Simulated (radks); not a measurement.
Problem. All-electron atom: the tantalum ion Ta+ in [Xe] 4f14 5d3 5f1 (not the ground configuration). All-electron calculation, scalar-relativistic Kohn-Sham, r2SCAN, spin-polarised, spherical densities, finite nucleus; open shells are filled with parallel spins first (spin-orbit coupling, left out, can overturn this in heavy ions); meta-GGA in the generalised Kohn-Sham scheme; Fermi nuclear charge, rms radius 5.3507 fm. Program: a radial shooting solver on a logarithmic mesh with Libxc functionals. Some entries of the table are withheld. Estimate them.

orbital  occ.  eigenvalue (hartree)  <r> (bohr)
1s down     1             -2478.716     0.01867
1s up       1             -2478.715     0.01867
2s up       1             -427.1684     0.07894
2s down     1             -427.1615     0.07894
2p up       3             -374.3216     0.07057
2p down     3             -374.3165     0.07057
3s down     1             -98.54398      0.2046
3s up       1             -98.54344      0.2046
3p down     3             -82.74961      0.2047
3p up       3             -82.74959      0.2047
3d up       5             -64.28625      0.1857
3d down     5             -64.28327      0.1857
4s up       1             -20.63769      0.4588
4s down     1             -20.63407      0.4589
4p up       3             -15.43361      0.4875
4p down     3             -15.43070      0.4876
4d up       5              -8.73726      0.5232
4d down     5              -8.73351      0.5231
5s up       1              -3.20165       1.108
5s down     1              -3.15261       1.099
5p up       3              -1.95654       1.298
5p down     3              -1.88269       1.280
4f up       7              -1.35341      0.6415
4f down     7              -1.34145      0.6349
5d up       3                   (1)         (2)
5d down     0                   (3)         (4)
5f up       1              -0.09013         (5)

Solution. 
(1) 5d up eigenvalue (hartree): -0.57360
(2) 5d up <r> (bohr): 1.968
(3) 5d down eigenvalue (hartree): -0.45347
(4) 5d down <r> (bohr): 1.950
(5) 5f up <r> (bohr): 8.412
